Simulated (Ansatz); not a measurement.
C2H9BSn (`C[B](C)[SnH3]`), relaxed with RKS PBE-D4/def2-SVP in Ansatz 0.2.0 from a rough embedded geometry. The force threshold is 0.03 eV/Å; the program also tests the step.

The species carries charge 0 and has multiplicity 1. Sn takes the def2 core potential.

Start:

```xyz
13

C     1.353    0.960    0.181
B     0.036    0.224   -0.060
C    -1.161    0.981   -0.704
Sn   -0.251   -1.852    0.532
H     1.262    1.826    0.878
H     1.831    1.340   -0.787
H     2.126    0.285    0.644
H    -0.928    2.085   -0.923
H    -1.489    0.512   -1.691
H    -2.050    1.000   -0.027
H    -1.818   -2.431    0.103
H     0.949   -2.850   -0.382
H     0.139   -2.080    2.238
```

Question: By how much does the energy fall, and how many steps does the optimiser take? (Best estimate.)

Answer: Computed: 26.96 kJ/mol, in 4 steps.

Question: Which bonds change most? (Estimate.)

Answer: Ansatz gave: B2–Sn4 from 2.177 to 2.285 Å; Sn4–H12 from 1.809 to 1.737 Å; C1–B2 from 1.528 to 1.567 Å; C3–H8 from 1.149 to 1.110 Å.

Question: Give the relaxed structure. (An estimate is asked.)

Answer: The calculation gave: 
```xyz
13

C     1.423    0.961    0.170
B     0.027    0.283   -0.048
C    -1.164    1.069   -0.693
Sn   -0.247   -1.911    0.528
H     1.277    1.860    0.813
H     1.770    1.373   -0.805
H     2.234    0.345    0.602
H    -0.988    2.157   -0.818
H    -1.336    0.633   -1.707
H    -2.129    0.906   -0.166
H    -1.824   -2.568    0.218
H     0.885   -2.930   -0.309
H     0.072   -2.178    2.214
```
